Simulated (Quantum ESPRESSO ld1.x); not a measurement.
Charge is removed step by step from the 3s level of Pd3+, starting from [Kr] 4d7. All-electron calculation, scalar-relativistic Kohn-Sham, BLYP, spin-unpolarised, spherical densities, point nucleus. Program: ld1.x of Quantum ESPRESSO 7.5.

removed (e),E - E(0) (eV),eigenvalue (eV),E minus straight line (eV)
0,0.000,-677.59,0.000
0.125,84.954,-682.36,-2.121
0.25,170.51,-687.17,-3.644
0.375,256.66,-692.00,-4.565
0.5,343.42,-696.87,-4.879
0.625,430.79,-701.76,-4.584
0.75,518.77,-706.69,-3.674
0.875,607.38,-711.64,-2.148
1,696.60,-716.63,0.000

Removing the whole electron costs 696.60 eV by Delta-SCF, against 677.59 eV from minus the eigenvalue at the starting occupation. Slater's transition state (half an electron removed) gives 696.87 eV. Integrating minus the eigenvalue over the occupation (Janak's theorem) gives 696.95 eV. In this scalar-relativistic scheme the density is built from large components alone, so the theorem holds only approximately. The mean slope of the eigenvalue, de/dn, is 39.0 eV per electron.
